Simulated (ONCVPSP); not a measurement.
# Before and after: ONCV potential for rhenium

ONCVPSP 4.0.1 input, shortened (lines: element, Z, core and valence counts, functional; n l f; lmax; l rc ep ncon nbas qcut; lloc lpopt rc5 dvloc0; l nproj debl; icmod fcfact rcfact), LDA (Perdew-Wang 92), scalar-relativistic:

```
  Re 75.00   11    4  -001012      upf
    1    0    2.00
    2    0    2.00
    2    1    6.00
    3    0    2.00
    3    1    6.00
    3    2   10.00
    4    0    2.00
    4    1    6.00
    4    2   10.00
    4    3   14.00
    5    0    2.00
    5    1    6.00
    5    2    5.00
    6    0    1.75
    6    1    0.25
    2
    0    2.55    0.00    4    7    2.50
    1    2.20    0.00    4    7    6.30
    2    1.60    0.00    4    8    5.80
    4    5    1.50    0.00
    0    2    1.60
    1    2    0.40
    2    1    0.30
    3    2.25    1.45
```

All-electron outer shells of the reference configuration (LDA (PZ), scalar-relativistic, ld1.x):

```tsv
shell	level (eV)	outermost node (bohr)	outermost maximum (bohr)
5s	-85.95	0.52	0.93
5p	-47.65	0.56	1.06
4f	-43.04	–	0.41
6s	-6.47	1.24	2.54
5d	-5.98	0.62	1.43
6p	-1.68	1.48	3.61
```

Change: core correction Teter function, fcfact 2.25, rcfact 2.06.

Cutoffs: the cutoffs (Ha) at which the residual kinetic energy of the hardest occupied pseudo-wave falls to 1 and 0.1 mHa per electron; they do not see the model core or the augmentation charge, which bear on the density cutoff. Errors are all-electron minus pseudo energies relative to the spin-unpolarised reference configuration.

Question: What does the change do?

Answer: The potential gets neither clearly harder nor softer (15 Ha and 20 Ha → 15 Ha and 20 Ha); both files keep a bound ghost (s); of the 4 tests that both files solve, the error grows in 3 and shrinks in 0 by more than 15 % and 0.3 meV (median size 14.3 → 32.7 meV). A model core, the more so a compact one, raises the density cutoff, which this test does not measure.

| quantity | base | changed |
| --- | --- | --- |
| cutoff, loose | 15 Ha | 15 Ha |
| cutoff, tight | 20 Ha | 20 Ha |
| bound ghosts | s | s |
| GHOST(+) flags under 300 eV | none | none |
| error for 5p6 5d5 6s2 6p0, meV [ΔE -1.19 eV] | 0.0 | -0.3 |
| error for 5p6 5d5 6s1 6p0, meV [ΔE 8.32 eV] | -5.8 | -13 |
| error for 5p6 5d5 6s0 6p0, meV [ΔE 24.99 eV] | -26 | -87 |
| error for 5p6 5d5 6s0 6p1, meV [ΔE 14.23 eV] | -23 | -52 |
| s: phases at 2.58 bohr within 0.05 rad from the reference energy up to (Ha; the scan ends near 5) | n/a | n/a |
| p: phases at 2.24 bohr within 0.05 rad from the reference energy up to (Ha; the scan ends near 5) | 4.8 | 4.8 |
| d: phases at 1.62 bohr within 0.05 rad from the reference energy up to (Ha; the scan ends near 5) | 3.9 | 3.9 |
| rms error of d²Exc/dni dnj with the model core, mHa | 1.62 | 1.39 |

 A true bound ghost makes a file unfit for plane-wave use even where its test errors are small: the radial tests pick states by their node count and pass the ghost by.
